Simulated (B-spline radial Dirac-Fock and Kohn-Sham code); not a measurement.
Form factor and incoherent scattering function of Sm

System: neutral samarium, [Xe] 4f6 5d2 (an excited configuration).

Input file task.json (cfg lists n, l and occupation; rrms is the nuclear radius in fm):

```json
{"items": [{
  "Z": 62,
  "q": 0,
  "cfg": [[1, 0, 2], [2, 0, 2], [2, 1, 6], [3, 0, 2], [3, 1, 6], [3, 2, 10], [4, 0, 2], [4, 1, 6], [4, 2, 10], [4, 3, 6], [5, 0, 2], [5, 1, 6], [5, 2, 2]],
  "A": 152,
  "rrms": 5.0819,
  "do": ["scatter"],
  "s": [0.0, 0.07, 0.08, 0.1, 0.12, 0.14, 0.17, 0.2, 0.24, 0.28, 0.34, 0.4, 0.48, 0.57, 0.68, 0.81, 0.97, 1.15, 1.37, 1.63, 1.95, 2.32, 2.76],
  "pz": [0, 0.1, 0.14, 0.19, 0.26, 0.36, 0.5, 0.69, 0.94, 1.3, 1.8, 2.5, 3.4, 4.7, 6.5, 8.9, 12.0, 17.0, 23.0, 32.0, 44.0],
  "hv_scatter": [1000, 5000, 8047.8, 30000, 50000, 100000, 200000, 1000000]
}]}
```

Run with: `python xray_run.py task.json out`

Calculated with a radial finite-basis atomic code, using configuration-average Dirac-Fock orbitals. f₀ is the Fourier transform of the spherical electron density, S the Waller-Hartree incoherent function, and s = sin θ/λ.

```tsv
s (Å⁻¹)	f₀	S
0	62.000	0.000
0.07	59.509	2.939
0.08	58.923	3.478
0.1	57.688	4.546
0.12	56.385	5.618
0.14	55.028	6.699
0.17	52.923	8.315
0.2	50.787	9.889
0.24	47.982	11.894
0.28	45.316	13.787
0.34	41.681	16.411
0.4	38.495	18.752
0.48	34.832	21.444
0.57	31.300	24.050
0.68	27.614	26.890
0.81	24.037	29.940
0.97	20.707	33.334
1.15	18.094	36.702
1.37	15.872	40.103
1.63	13.778	43.168
1.95	11.415	45.969
2.32	9.036	48.454
2.76	7.009	50.774
```

f₀ starts at the number of electrons, 62, and has fallen to half at s ≈ 0.58 Å⁻¹. The sum of ⟨r²⟩ over the electrons is 89.43 bohr². It fixes the forward electron scattering factor, f_e(0) = (a₀/3)Σ⟨r²⟩ = 15.776 Å.
